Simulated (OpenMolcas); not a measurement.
# Co2+ in a ligand field

Co2+ with 6 ligands (water) in octahedral coordination (Th) at 2.1 Å. Ligand basis ANO-RCC-VDZP.

```yaml
Program: OpenMolcas 26.06
Method: "SS-CASPT2, IPEA 0.25 Eh, imaginary shift 0.1 Eh (closed shells correlated: 3s 3p and the ligand valence shells)"
Basis: ANO-RCC-VDZP [5s4p2d1f]
Scalar_Hamiltonian: DKH2, point nucleus
Active_space: 7 electrons in 5 orbitals (3d)
State_averaging: 2S+1 = 4 even, 10 roots; 2S+1 = 2 even, 40 roots
Spin-orbit_coupling: state interaction with AMFI integrals over the reference wave functions
```

The lowest spin-free states (labels of O, taken over from Oh, the nearest higher group), above the lowest:

```json
{"State": "4T1", "Degeneracy": "3", "E (cm-1)": "0", "Free-ion L (%)": "F (98)"}
{"State": "4T2", "Degeneracy": "3", "E (cm-1)": "6740", "Free-ion L (%)": "F (100)"}
{"State": "2E", "Degeneracy": "2", "E (cm-1)": "12660", "Free-ion L (%)": "G (62)"}
{"State": "4A2", "Degeneracy": "1", "E (cm-1)": "15530", "Free-ion L (%)": "F (100)"}
{"State": "2T2", "Degeneracy": "3", "E (cm-1)": "17250", "Free-ion L (%)": "G (86)"}
{"State": "2T1", "Degeneracy": "3", "E (cm-1)": "17320", "Free-ion L (%)": "G (74)"}
{"State": "2T1", "Degeneracy": "3", "E (cm-1)": "20820", "Free-ion L (%)": "P (67)"}
{"State": "4T1", "Degeneracy": "3", "E (cm-1)": "20840", "Free-ion L (%)": "P (98)"}
{"State": "2A1", "Degeneracy": "1", "E (cm-1)": "21960", "Free-ion L (%)": "G (100)"}
{"State": "2T2", "Degeneracy": "3", "E (cm-1)": "25620", "Free-ion L (%)": "H (68)"}
{"State": "2T1", "Degeneracy": "3", "E (cm-1)": "27380", "Free-ion L (%)": "H (81)"}
{"State": "2E", "Degeneracy": "2", "E (cm-1)": "28650", "Free-ion L (%)": "H (69)"}
{"State": "2T2", "Degeneracy": "3", "E (cm-1)": "31310", "Free-ion L (%)": "D (70)"}
{"State": "2E", "Degeneracy": "2", "E (cm-1)": "32770", "Free-ion L (%)": "D (55)"}
{"State": "2T1", "Degeneracy": "3", "E (cm-1)": "33200", "Free-ion L (%)": "H (63)"}
{"State": "2T2", "Degeneracy": "3", "E (cm-1)": "40570", "Free-ion L (%)": "F (97)"}
{"State": "2T1", "Degeneracy": "3", "E (cm-1)": "42260", "Free-ion L (%)": "F (95)"}
{"State": "2A2", "Degeneracy": "1", "E (cm-1)": "42840", "Free-ion L (%)": "F (100)"}
{"State": "2T2", "Degeneracy": "3", "E (cm-1)": "62940", "Free-ion L (%)": "D (96)"}
{"State": "2E", "Degeneracy": "2", "E (cm-1)": "63390", "Free-ion L (%)": "D (100)"}
```

The lowest levels with spin-orbit coupling:

| E (cm-1) | Degeneracy | Label | 2S+1 | g |
| --- | --- | --- | --- | --- |
| 0 | 2 | Γ6 | 4 | 4.45 4.45 4.45 |
| 360 | 4 | Γ8 | 4 |  |
| 960 | 4 | Γ8 | 4 |  |
| 1050 | 2 | Γ7 | 4 | 0.86 0.86 0.86 |
| 7300 | 2 | Γ6 | 4 | 2.50 2.50 2.50 |
| 7350 | 4 | Γ8 | 4 |  |
| 7450 | 4 | Γ8 | 4 |  |
| 7640 | 2 | Γ7 | 4 | 2.81 2.81 2.81 |
| 13300 | 4 | Γ8 | 2 |  |
| 16180 | 4 | Γ8 | 4 |  |
| 17570 | 4 | Γ8 | 2 |  |
| 18150 | 4 | Γ8 | 2 |  |
| 18270 | 2 | Γ6 | 2 | 0.33 0.33 0.33 |
| 18270 | 2 | Γ7 | 2 | 1.31 1.31 1.31 |
| 20630 | 4 | Γ8 | 2 (60 %) |  |
| 21240 | 2 | Γ7 | 4 | 2.60 2.60 2.60 |
| 21250 | 4 | Γ8 | 4 |  |
| 21300 | 2 | Γ6 | 2 (63 %) | 1.82 1.82 1.82 |
| 22200 | 2 | Γ6 | 4 (51 %) | 2.27 2.27 2.27 |
| 22350 | 4 | Γ8 | 4 (60 %) |  |

Powder χT (cm3 K/mol): 1.88 at 2 K, 1.96 at 10 K, 2.36 at 50 K, 2.83 at 100 K, 3.4 at 200 K, 3.58 at 300 K. The effective moment at 300 K is 2.828 √(χT) = 5.35 μB.

The lowest level has 2S+1 = 4, for which the spin-only value is χT = S(S+1) / 2 = 1.875 cm3 K/mol (g = 2). The computed 3.580 at 300 K differs by +1.705, through orbital momentum, spin-orbit coupling and any other state in reach. With a threefold ground state the orbital momentum is unquenched, so the spin-only value is not expected to hold.

Roots that are degenerate in the reference are averaged as groups; the widest CASPT2 spread within a group is 360 cm-1 (the 3-fold group of multiplicity 4 near 6740 cm-1 above the lowest state of its run). Shifts and gaps below about the spread of the groups concerned are not significant. Over all roots computed the reference weight is 0.70 to 0.71; a low but even weight reflects the number of correlated electrons. An orbital triplet at a regular site is open to Jahn-Teller coupling, which can distort the site and quench the lowest spin-orbit gaps and is left out. A single d shell leaves out the double-shell effect, which counts most for late 3d ions, where the CASPT2 field can be off either way by tens of per cent. Ligand-to-metal charge-transfer states are missing. These CASPT2 states fit no ligand-field parameters well, so their order and spin gaps are uncertain. For late 3d ions with one d shell CASPT2 can put B and the spin-flip bands somewhat low as well as high. With one d shell and no ligand orbital active, 10Dq can be off by tens of per cent for divalent 3d ions, low with halides held by bare charges and at times high in hosts. Free-ion shares, where given, are those of the reference states; single-state CASPT2 does not remix them. No measured value stands beside these numbers; the geometry is a model, was not optimised and need not be the one that this ion takes.

The CASPT2 steps took 5.2 min on 1 thread of Arm Neoverse V2 (shared host); the integral step is not counted.
